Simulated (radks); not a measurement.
The oxygen anion O2-, [Ne], held by a Watson sphere: a shell of charge +2 at radius R that stands for the Madelung well of a crystal (potential energy -2/R inside, -2/r outside, in hartree with lengths in bohr). Calculated with a radial shooting solver on a logarithmic mesh with Libxc functionals: scalar-relativistic Kohn-Sham, LDA (Slater exchange, Perdew-Wang correlation), spin-polarised, spherical densities, point nucleus. Response by self-consistent Sternheimer equations with the Hartree and adiabatic LDA kernel, the relativistic mass of each level held fixed and spin-orbit coupling left out. The sphere does not respond.

| R (bohr) | e(1s) (eV) | e(2s) (eV) | e(2p) (eV) | <r> 2p (bohr) | sum of <r^2> (bohr^2) | X-ray form factor at sin(theta)/lambda = 0.1 1/angstrom | alpha (bohr^3) |
|---|---|---|---|---|---|---|---|
| 1.58 | -504.45 | -24.038 | -9.510 | 1.385 | 18.75 | 8.774 | 9.599 |
| 2 | -504.65 | -21.913 | -7.878 | 1.491 | 21.73 | 8.616 | 14.65 |
| 2.41 | -504.42 | -20.308 | -6.533 | 1.583 | 24.60 | 8.480 | 21.87 |
| 2.69 | -504.15 | -19.441 | -5.757 | 1.641 | 26.57 | 8.396 | 28.53 |
| 3.09 | -503.74 | -18.458 | -4.829 | 1.719 | 29.45 | 8.287 | 41.23 |
| 3.26 | -503.56 | -18.114 | -4.491 | 1.750 | 30.71 | 8.244 | 48.03 |
| 3.77 | -503.08 | -17.283 | -3.644 | 1.841 | 34.67 | 8.127 | 75.10 |
| 3.86 | -503.01 | -17.162 | -3.517 | 1.856 | 35.41 | 8.108 | 81.15 |
